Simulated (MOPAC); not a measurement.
Input for MOPAC: PM7 on CH3FOSi (SMILES CO[Si]F).

```
PM7 1SCF PRECISE CHARGE=0 THREADS=1
CH3FOSi

C     -0.74138687 1     0.36818883 1     0.13146581 1
O     -0.09248603 1    -0.87033853 1     0.41690263 1
Si     1.43101075 1    -1.40984796 1     0.18571582 1
F      2.15860380 1    -0.12759517 1    -0.51077998 1
H     -0.05507491 1     1.07563931 1    -0.33462663 1
H     -1.12067526 1     0.78690779 1     1.06373662 1
H     -1.57999147 1     0.17704571 1    -0.53824867 1
```

Program output:

```
*******************************************************************************
 **                                                                           **
 **                              MOPAC v23.2.5                                **
 **                                                                           **
 *******************************************************************************
 ** MOPAC's Digital Object Identifier: https://doi.org/10.5281/zenodo.6511958 **
 **                                                                           **
 ** Please cite the open-source release paper for use of this MOPAC version:  **
 ** J. E. Moussa and J. J. P. Stewart (2026)                                  **
 ** MOPAC: An open-source semiempirical molecular orbital program             **
 ** J. Open Source Softw., 11(119), 8025, https://doi.org/10.21105/joss.08025 **
 *******************************************************************************

                              PM7 CALCULATION RESULTS

 *******************************************************************************
 *  PM7        - The PM7 Hamiltonian to be used
 *
 *
 *
 *                 CHARGE ON SYSTEM = 0
 *
 *
 *
 *  PRECISE    - TIGHTER CRITERIA TO BE USED
 *  1SCF       - DO 1 SCF AND THEN STOP
 *  THREADS=1  - MULTI-THREADING NOT USED
 *  T=         - A TIME OF 172800.0 SECONDS REQUESTED
 *  DUMP=N     - RESTART FILE WRITTEN EVERY 7200.0 SECONDS REQUESTED
 *******************************************************************************
PM7 1SCF PRECISE CHARGE=0 THREADS=1
 CH3FOSi

   ATOM   CHEMICAL          X               Y               Z
  NUMBER   SYMBOL      (ANGSTROMS)     (ANGSTROMS)     (ANGSTROMS)

     1       C         -0.74138687  *   0.36818883  *   0.13146581  *
     2       O         -0.09248603  *  -0.87033853  *   0.41690263  *
     3      Si          1.43101075  *  -1.40984796  *   0.18571582  *
     4       F          2.15860380  *  -0.12759517  *  -0.51077998  *
     5       H         -0.05507491  *   1.07563931  *  -0.33462663  *
     6       H         -1.12067526  *   0.78690779  *   1.06373662  *
     7       H         -1.57999147  *   0.17704571  *  -0.53824867  *



          CARTESIAN COORDINATES

    NO.       ATOM           X           Y           Z

     1         C         -0.7414      0.3682      0.1315
     2         O         -0.0925     -0.8703      0.4169
     3        Si          1.4310     -1.4098      0.1857
     4         F          2.1586     -0.1276     -0.5108
     5         H         -0.0551      1.0756     -0.3346
     6         H         -1.1207      0.7869      1.0637
     7         H         -1.5800      0.1770     -0.5382

 General Reference for PM7:
 "Optimization of Parameters for Semiempirical Methods VI: More Modifications to the
 NDDO Approximations and Re-optimization of Parameters", J. J. P. Stewart, J. Mol. Mod., 1:32, 19 (2013)
 https://link.springer.com/article/10.1007/s00894-012-1667-x

           Empirical Formula: C H3 O Si F  =     7 atoms



      MOLECULAR POINT GROUP   :   Cs


      RHF CALCULATION, NO. OF DOUBLY OCCUPIED LEVELS = 12


 -------------------------------------------------------------------------------
 PM7 1SCF PRECISE CHARGE=0 THREADS=1
 CH3FOSi



     1SCF WAS SPECIFIED, SO BFGS WAS NOT USED
     SCF FIELD WAS ACHIEVED


                              PM7 CALCULATION
                                                       MOPAC v23.2.5 Linux




          FINAL HEAT OF FORMATION =       -109.23316 KCAL/MOL =    -457.03154 KJ/MOL


          COSMO AREA              =        110.71 SQUARE ANGSTROMS
          COSMO VOLUME            =         98.81 CUBIC ANGSTROMS

          IONIZATION POTENTIAL    =         11.245978 EV
          HOMO LUMO ENERGIES (EV) =        -11.246 -0.329
          NO. OF FILLED LEVELS    =         12
          MOLECULAR WEIGHT        =         78.1180         POINT GROUP:  Cs

          MOLECULAR DIMENSIONS (Angstroms)

            Atom       Atom       Distance
            H     7    F     4     3.75109
           Si     3    H     5     2.41072
            F     4    H     6     1.69900


          SCF CALCULATIONS        =          1





   ATOM   CHEMICAL          X               Y               Z
  NUMBER   SYMBOL      (ANGSTROMS)     (ANGSTROMS)     (ANGSTROMS)

     1       C         -0.74138687  *   0.36818883  *   0.13146581  *
     2       O         -0.09248603  *  -0.87033853  *   0.41690263  *
     3      Si          1.43101075  *  -1.40984796  *   0.18571582  *
     4       F          2.15860380  *  -0.12759517  *  -0.51077998  *
     5       H         -0.05507491  *   1.07563931  *  -0.33462663  *
     6       H         -1.12067526  *   0.78690779  *   1.06373662  *
     7       H         -1.57999147  *   0.17704571  *  -0.53824867  *

                             CARTESIAN COORDINATES

   1    C       -0.741386870     0.368188830     0.131465810
   2    O       -0.092486030    -0.870338530     0.416902630
   3   Si        1.431010750    -1.409847960     0.185715820
   4    F        2.158603800    -0.127595170    -0.510779980
   5    H       -0.055074910     1.075639310    -0.334626630
   6    H       -1.120675260     0.786907790     1.063736620
   7    H       -1.579991470     0.177045710    -0.538248670


           Empirical Formula: C H3 O Si F  =     7 atoms



      MOLECULAR POINT GROUP   :   Cs


                  EIGENVALUES
 -39.58994 -29.90261 -24.70020 -17.85621 -16.20974 -15.82312 -15.81116 -15.28597
 -14.83371 -11.96779 -11.84431 -11.24598  -0.32937   0.70680   1.84926   4.02355
   5.26667   5.27438   5.83403  27.16415  27.36287  27.62079  28.47478  29.34388


              NET ATOMIC CHARGES AND DIPOLE CONTRIBUTIONS

  ATOM NO.   TYPE          CHARGE      No. of ELECS.   s-Pop       p-Pop       d-Pop
    1          C          -0.076342        4.0763     1.07022     3.00612
    2          O          -0.642605        6.6426     1.76208     4.88053
    3         Si           0.780774        3.2192     1.62560     1.43680     0.15683
    4          F          -0.451689        7.4517     1.93673     5.51496
    5          H           0.124477        0.8755     0.87552
    6          H           0.132691        0.8673     0.86731
    7          H           0.132695        0.8673     0.86731
 DIPOLE           X         Y         Z       TOTAL
 POINT-CHG.    -0.513    -1.202     0.604     1.440
 HYBRID        -0.802     2.434    -0.697     2.656
 SUM           -1.315     1.232    -0.092     1.805


          ATOMIC ORBITAL ELECTRON POPULATIONS

     Atom    s        px        py        pz      x^2-y^2     xz        z^2       yz        xy
    1  C   1.07022   1.04039   0.83748   1.12826
    2  O   1.76208   1.59602   1.47143   1.81308
    3 Si   1.62560   0.43953   0.75653   0.24074   0.04408   0.02988   0.02163   0.01982   0.04142
    4  F   1.93673   1.89311   1.74578   1.87606
    5  H   0.87552
    6  H   0.86731
    7  H   0.86731

 **********************
 *                    *
 * JOB ENDED NORMALLY *
 *                    *
 **********************




 == MOPAC DONE ==
```

The run finished.

Cost: very roughly 0.03 core-seconds.
